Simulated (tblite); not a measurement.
Isomers of C8H7F. Computed with GFN2-xTB (tblite): harmonic, unscaled wavenumbers at the GFN2-xTB geometry, gas phase. This tight-binding method is rough: wavenumbers can miss measured ones by several per cent, in bad cases by 10 to 20. One conformer each.

Electronic energies: GFN2-xTB at the same geometries; isomer energies are rough at this level and their order can be wrong.

| SMILES | electronic energy, lowest = 0 (kJ/mol) |
| --- | --- |
| C#C/C(F)=C/C=C\C=C | 39.4 |
| C=C1C=C/C1=C\C=C/F | 0.0 |
| C#C/C(F)=C/C=C/C=C | 32.6 |
| C=C1C=C/C1=C/C=C\F | 1.7 |

**Question.** How do GFN2-xTB zero-point energies change the relative energies?

**Answer.** 
| SMILES | ZPE (kJ/mol) | of it from modes above 1550 cm⁻¹ | electronic (kJ/mol) | with ZPE, lowest = 0 (kJ/mol) | lowest mode (cm⁻¹) | rings |
| --- | --- | --- | --- | --- | --- | --- |
| C=C1C=C/C1=C\C=C/F | 311.3 | 161.0 | 0.0 | 0.0 | 62 | 1 |
| C=C1C=C/C1=C/C=C\F | 311.4 | 161.0 | 1.7 | 1.7 | 58 | 1 |
| C#C/C(F)=C/C=C/C=C | 305.9 | 173.5 | 32.6 | 27.2 | 63 | 0 |
| C#C/C(F)=C/C=C\C=C | 306.5 | 173.6 | 39.4 | 34.6 | 58 | 0 |

The zero-point energies span 5.5 kJ/mol, from `C#C/C(F)=C/C=C/C=C` to `C=C1C=C/C1=C/C=C\F`. The order is unchanged.

**Question.** What do entropy and thermal enthalpy add at 298.15 K and 1 bar (rigid rotor, harmonic oscillator, one conformer each)?

**Answer.** 
```tsv
SMILES	point group	symmetry number	S (J/(mol K))	H − H(0) (kJ/mol)	ZPE + H − H(0) − TS (kJ/mol)
C=C1C=C/C1=C\C=C/F	Cs	1	387.9	25.55	221.2
C=C1C=C/C1=C/C=C\F	Cs	1	387.9	25.50	221.2
C#C/C(F)=C/C=C/C=C	Cs	1	407.0	28.35	212.9
C#C/C(F)=C/C=C\C=C	Cs	1	408.1	28.24	213.0
```
